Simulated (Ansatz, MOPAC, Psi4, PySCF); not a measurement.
Species: C2H2Cl4, net charge 0, singlet state. SMILES: ClC(Cl)C(Cl)Cl
Geometry from a B3LYP-D3(BJ)/def2-TZVP (Ansatz, an electronic-structure program) optimisation:
```xyz
8

C     -0.7598     0.0501     0.0707
C      0.7598    -0.0501    -0.0707
Cl     1.3415    -1.6121     0.5674
Cl     1.5548     1.2875     0.8032
Cl    -1.5548    -1.2875    -0.8032
Cl    -1.3415     1.6121    -0.5674
H     -1.0549    -0.0129     1.1125
H      1.0549     0.0129    -1.1125
```
Charge 0, spin multiplicity 1.

Wanted: enthalpy of formation at 298 K, in kcal/mol. Terms: LANL2DZ with its own core potentials from Na on; six Cartesian d functions in 6-31G* and its kin unless marked 5d; open shells spin-unrestricted; spin-orbit terms left out; non-relativistic; 6-311+G** with 5d, 6d on Na to Ar in Ansatz; no dispersion term unless named; frozen cores in correlated levels. CBS(X,Y): correlation extrapolated as X^-3; Hartree-Fock from the larger set. [CCSD(T)-MP2]/basis is that difference in the basis named. First-principles rows: single points at B3LYP-D3(BJ) geometries (Ansatz), with unscaled harmonic terms from B3LYP/6-31G* (Ansatz) at its own minima, enthalpies of formation by atomisation with measured atoms. Semi-empirical rows: MOPAC heats of formation at their own minima for 298 K.

Measured values: CRC Handbook, as tabulated in the package chemicals; they hold spin-orbit and core effects, anharmonicity and other conformers. For ClC(Cl)C(Cl)Cl (enthalpy of formation at 298 K) the tabulated value and RI-MP2/CBS(cc-pV(T+d)Z,cc-pV(Q+d)Z)+[CCSD(T)-MP2]/cc-pV(T+d)Z (Ansatz) part by 3.1 kcal/mol: another conformer or state, missing terms or a fault of the table's entry are possible. 

Value to compare with, the measured value: -35.7 kcal/mol.

```tsv
level	program	enthalpy of formation at 298 K (kcal/mol)	error
AM1	MOPAC	-39.5	-3.8
PM6	MOPAC	-34.4	1.3
HF/LANL2DZ	Ansatz	241.5	277.2
HF/6-311+G**	Ansatz	170.1	205.8
PBE/STO-3G	Ansatz	-138.7	-103.0
PBE/6-31G*	Ansatz	-57.0	-21.3
BP86/def2-SVP	PySCF	-56.0	-20.3
B3LYP/STO-3G	Ansatz	-91.7	-56.0
B3LYP/LANL2DZ	Ansatz	44.0	79.7
B3LYP/6-31G*	Ansatz	-14.4	21.3
B3LYP/def2-SVP	Ansatz	-21.3	14.4
PBE0/6-311+G**	Ansatz	-35.1	0.6
wB97X-D/6-31G*	Psi4	-29.0	6.7
MP2/6-311+G**	Ansatz	-15.4	20.3
B3LYP-D3(BJ)/def2-TZVPD	Ansatz + dftd3	-30.4	5.3
RI-MP2/CBS(cc-pV(T+d)Z,cc-pV(Q+d)Z)+[CCSD(T)-MP2]/cc-pV(T+d)Z	Ansatz	-38.8	-3.1
```

Among the 14 habitual levels, HF/LANL2DZ lies farthest from the measured value (277.2 kcal/mol); 9 of 14 lie above it, and their mean absolute error is 59.4 kcal/mol, the median 20.8. One case shows no general order.

The levels are drawn from those run, B3LYP/6-31G* more often than the rest, none by its result; left out are runs that failed, that the program found above a lower state of the same kind, or whose <S^2> lies over 0.5 above the pure value.
